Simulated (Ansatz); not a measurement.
Geometry optimisation, RKS PBE-D4/def2-SVP (Ansatz).

Input file:

```yaml
crystal:
  periodic: [false, false, false]
  atoms:
    - { symbol: Ga, position_ang: [0.01697, -0.377165, -0.489063] }
    - { symbol: Cl, position_ang: [0.025537, -0.06266, 2.930098] }
    - { symbol: H, position_ang: [1.448723, 0.181609, -0.806299] }
    - { symbol: H, position_ang: [-1.435303, 0.125463, -0.80786] }
    - { symbol: F, position_ang: [0.046661, -1.935344, 0.297305] }
    - { symbol: H, position_ang: [0.043411, -1.243403, 2.295519] }
basis:
  gaussian: { orbitals: def2-SVP }
hamiltonian:
  xc: pbe
  dispersion: d4
relax:
  f_tol: 0.03
  max_steps: 50
output:
  orbitals: {}
```

Run as:

```bash
$ ansatz run input.yaml --threads 1 --pin off --max-ram 2048MiB --backend cpu --events-out ev --progress --plain --runs-dir out
```

Where does it end, and by what steps?

It converged. After 15 steps the energy has fallen by 0.600 eV; H6 moved furthest, 0.79 Å. Parted: Cl2–H6 (1.34 → 2.00 Å). Joined: Ga1–Cl2 (3.43 → 2.27 Å), F5–H6 (2.11 → 0.98 Å).

```csv
step,energy less start (eV),largest force component (eV/Å),accepted
0,0.0000,1.252,yes
1,-0.1151,0.822,yes
2,-0.2168,0.544,yes
3,-0.2253,1.133,yes
4,-0.2641,0.632,yes
5,-0.2893,0.205,yes
6,-0.3258,0.307,yes
7,-0.3743,0.428,yes
8,-0.4415,0.527,yes
9,-0.5056,0.433,yes
10,-0.5541,0.564,yes
11,-0.5699,0.403,yes
12,-0.5695,0.788,no
13,-0.5851,0.654,yes
14,-0.5979,0.062,yes
15,-0.5995,0.012,yes
```

```xyz
6
Properties=species:S:1:pos:R:3
Ga 0.013 -0.023 0.004
Cl 0.014 0.237 2.264
H 1.448 0.133 -0.600
H -1.431 0.079 -0.592
F 0.054 -2.086 0.731
H 0.048 -1.651 1.613
```

Whether the end is a true minimum wasn't checked by a vibrational analysis.

Run time: 39 s on 1 thread of Arm Neoverse V1 (shared host), peak memory 0.14 GiB.
